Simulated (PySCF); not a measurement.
**A parent and its derivatives**

Computed with PySCF, TDDFT CAM-B3LYP/def2-SVPD, vertical, gas phase, core orbitals frozen in the response. Geometries: GFN2-xTB; one conformer of each isolated species. Triplets are in the Tamm–Dancoff approximation. 'Strongest' means the level of largest summed f among the lowest 8 singlets; it needn't be the same kind of state in each.

Parent: `P=C` (CH3P), with lowest singlet excitation energy 4.73 eV, energy of the strongest computed level 5.85 eV, mean static polarisability 39.0 au, S1–T1 gap 1.83 eV. Its spectrum: 4.73 eV (f 0.010); 5.85 eV (f 0.214); 6.82 eV (f 0.031); 7.04 eV (f 0.001); 7.54 eV (f 0.119).

Shifts from the parent:

```json
{"change": "H replaced by CH2OCH3", "SMILES": "C=PCOC", "Δ S1 (eV)": "-0.59", "Δ strongest (eV)": "+1.27", "Δ α (au)": "+28.5", "Δ S1−T1 (eV)": "-0.51"}
{"change": "H replaced by 2-furyl", "SMILES": "C=Pc1ccco1", "Δ S1 (eV)": "-0.30", "Δ strongest (eV)": "-1.42", "Δ α (au)": "+49.2", "Δ S1−T1 (eV)": "+0.14"}
{"change": "H replaced by propargyl", "SMILES": "C#CCP=C", "Δ S1 (eV)": "+0.04", "Δ strongest (eV)": "-0.09", "Δ α (au)": "+31.6", "Δ S1−T1 (eV)": "-0.03"}
{"change": "H replaced by 2-FC6H4", "SMILES": "C=Pc1ccccc1F", "Δ S1 (eV)": "-0.15", "Δ strongest (eV)": "+0.93", "Δ α (au)": "+66.3", "Δ S1−T1 (eV)": "-0.08"}
{"change": "H replaced by 3-pyridyl", "SMILES": "C=Pc1cccnc1", "Δ S1 (eV)": "-0.23", "Δ strongest (eV)": "-0.71", "Δ α (au)": "+60.7", "Δ S1−T1 (eV)": "-0.10"}
```

Problem. Predict the same shifts for this change: H replaced by PH2 (`C=PP`).

Solution. Δ lowest singlet excitation energy -0.87 eV, Δ energy of the strongest computed level +0.43 eV, Δ mean static polarisability +27.1 au, Δ S1–T1 gap -0.86 eV. Spectrum: 322 nm (f 0.003); 218 nm (f 0.167); 204 nm (f 0.001); 198 nm (f 0.303); 191 nm (f 0.002). S1 falls most with H replaced by PH2 (-0.87 eV), and it rises most with H replaced by propargyl (+0.04 eV). S1 is simply the lowest singlet of each species and needn't be the same kind of state throughout. Over these 6 changes the shifts of S1 and of the HOMO–LUMO gap correlate with r = 0.33.
